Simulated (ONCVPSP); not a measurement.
**What one change does to a pseudopotential (arsenic, ONCV)**

* Element: arsenic
* Generator: ONCVPSP 4.0.1
* Type: optimised norm-conserving Vanderbilt (ONCV)
* Functional: PBEsol
* Relativity: scalar-relativistic
* Frozen core: [Ar]
* Valence charge: 15
* Reference configuration: 3d10 4s2 4p3
* Partial waves: 4s: rc 1.70 bohr, ncon 4, nbas 7, qcut 3 1/bohr, 2 projectors, debl 2.1 Ha; 4p: rc 2.15 bohr, ncon 4, nbas 8, qcut 4.1 1/bohr, 1 projector; 3d: rc 0.80 bohr, ncon 4, nbas 9, qcut 22 1/bohr, 2 projectors, debl 2.2 Ha
* Local potential: polynomial inside 0.60 bohr (lpopt 5, dvloc0 3 Ha)
* Core correction: Teter function, fcfact 3.25, rcfact 1.5

All-electron outer shells of the reference configuration (PBEsol, scalar-relativistic, ld1.x):

```csv
shell,level (eV),outermost node (bohr),outermost maximum (bohr)
3s,-189.91,0.25,0.52
3p,-133.47,0.22,0.52
3d,-40.64,–,0.47
4s,-14.50,0.73,1.61
4p,-5.20,0.78,1.97
```

Change: all radii but the core radius scaled by about 0.79 (s 1.34, p 1.70, d 0.62 bohr); local potential polynomial inside 0.48 bohr (lpopt 5, dvloc0 3 Ha).

Cutoffs: the cutoffs (Ha) at which the residual kinetic energy of the hardest occupied pseudo-wave falls to 1 and 0.1 mHa per electron; they do not see the model core or the augmentation charge, which bear on the density cutoff. Errors are all-electron minus pseudo energies relative to the spin-unpolarised reference configuration.

**Question.** Predict the effect on cutoff, ghosts and configuration errors.

**Answer.** The potential gets harder (174 Ha and 197 Ha → 210 Ha and 238 Ha); both files keep a bound ghost (p, s); of the 4 tests that both files solve, the error grows in 0 and shrinks in 4 by more than 15 % and 0.3 meV (median size 7.4 → 2.0 meV). A smaller radius makes the pseudo-wave follow the all-electron one further in, where it bends more sharply, so more plane waves are needed. Less of the atom is replaced, so other configurations are described better.

| quantity | base | changed |
| --- | --- | --- |
| cutoff, loose | 174 Ha | 210 Ha |
| cutoff, tight | 197 Ha | 238 Ha |
| loose cutoff by channel | s 35 Ha, p 4.1 Ha, d 174 Ha | s 22 Ha, p 8.2 Ha, d 210 Ha |
| bound ghosts | s, p | s, p |
| GHOST(+) flags under 300 eV | none | s at 139.4 eV |
| error for 3d10 4s2 4p2, meV [ΔE 9.16 eV] | -2.2 | -0.7 |
| error for 3d10 4s2 4p1, meV [ΔE 27.10 eV] | -13 | -3.1 |
| error for 3d10 4s2 4p0, meV [ΔE 54.82 eV] | -47 | -16 |
| error for 3d10 4s1 4p4, meV [ΔE 9.42 eV] | +1.1 | -0.8 |
| rms error of d²Exc/dni dnj with the model core, mHa | 2.28 | 2.39 |

 A true bound ghost makes a file unfit for plane-wave use even where its test errors are small: the radial tests pick states by their node count and pass the ghost by.
